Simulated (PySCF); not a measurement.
# Levels of Mg⁹⁺ from EOM-EA-GCCSD

Reference: closed-shell Mg¹⁰⁺, 1s2; one electron is added. Calculated with PySCF 2.14, two-component X2C-1e with screened spin-orbit coupling, an uncontracted even-tempered set (17 s from 0.53 bohr⁻², ratio 2.6; 10 p from 0.69 bohr⁻², ratio 2.6; 7 d from 0.71 bohr⁻², ratio 2.8; 3 f from 37 bohr⁻², ratio 2.8); frozen nothing; the 30 highest virtual spinors dropped; of the others 52 kept and the rest restored at second order. No Breit or QED terms. Binding energies in eV.

```tsv
level	Koopmans	second order	EOM-CCSD
2s1/2	367.37	367.52	367.52
2p1/2	347.44	347.72	347.72
2p3/2	346.87	347.15	347.16
3d3/2	151.20	151.21	151.21
3d5/2	151.15	151.16	151.16
```

Electric-dipole lines between these computed levels:

```json
{"lower": "2s1/2", "upper": "2p1/2", "ΔE (eV)": "19.798", "vacuum wavelength (nm)": "62.63"}
{"lower": "2s1/2", "upper": "2p3/2", "ΔE (eV)": "20.367", "vacuum wavelength (nm)": "60.87"}
{"lower": "2p1/2", "upper": "3d3/2", "ΔE (eV)": "196.51", "vacuum wavelength (nm)": "6.309"}
{"lower": "2p3/2", "upper": "3d3/2", "ΔE (eV)": "195.94", "vacuum wavelength (nm)": "6.328"}
{"lower": "2p3/2", "upper": "3d5/2", "ΔE (eV)": "195.99", "vacuum wavelength (nm)": "6.326"}
```

Quantum defects δ = n − Z_c √(13.6057 eV / E) with Z_c = 10: 2s1/2 0.076, 2p1/2 0.022, 2p3/2 0.020, 3d3/2 0.000, 3d5/2 0.000.

For comparison, the ionisation energy of Mg⁹⁺ is 367.49 eV (theoretical estimate listed by NIST; NIST Atomic Spectra Database, ionization energies).

Only part of the computed levels is shown.

The screened spin-orbit operator tends to give fine-structure splittings of light species too large.
